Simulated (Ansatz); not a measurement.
Consider the substitution at a C–Al bond: `C[CH2][AlH][SeH]` + H₂Te → `CC[TeH]` + `[AlH2][SeH]`.

Isolated molecules relaxed with PBE0-D4/def2-TZVP in Ansatz; ΔE leaves out vibrations. CBS: MP2 limit from def2 TZ/QZ plus the TZ coupled-cluster correction, frozen cores. DFT in def2-TZVPP. HSE06 is defined as in plane-wave codes. Elements past krypton have def2 core potentials. For Se, Te outer-core shells are correlated without core-valence functions, which leaves a few kJ/mol of doubt a bond. Scalar relativity is left out up to krypton. Each species was taken in one conformer, which may not be the lowest.

```tsv
level	ΔE (kcal/mol)
PBE-D4	7.3
ωB97M-V	7.9
revPBE	6.6
r2SCANh	7.7
HSE06	7.4
CAM-B3LYP	7.6
HF/def2-TZVPP	5.9
MP2/def2-TZVPP	5.9
```

**Question.** What does CCSD(T)/CBS give? (An estimate is asked.)

**Answer.** Ansatz gave: +5.8 kcal/mol. The listed levels differ from it by 1.5, 2.1, 0.8, 1.9, 1.6, 1.8, 0.1, 0.1 kcal/mol.

Largest T1 diagnostic among the species: 0.010.

Leaving LDA and LC-ωPBE aside and taking each functional with its dispersion term where it has one, the values, not all of them listed here, spread over 1.6 kcal/mol, from B97M-V to r2SCAN0-D4. LDA lies +1.6 kcal/mol from PBE without D4. At CCSD(T), def2-SVP lies +2.5 kcal/mol from the extrapolated value and def2-TZVPP +0.9 kcal/mol.
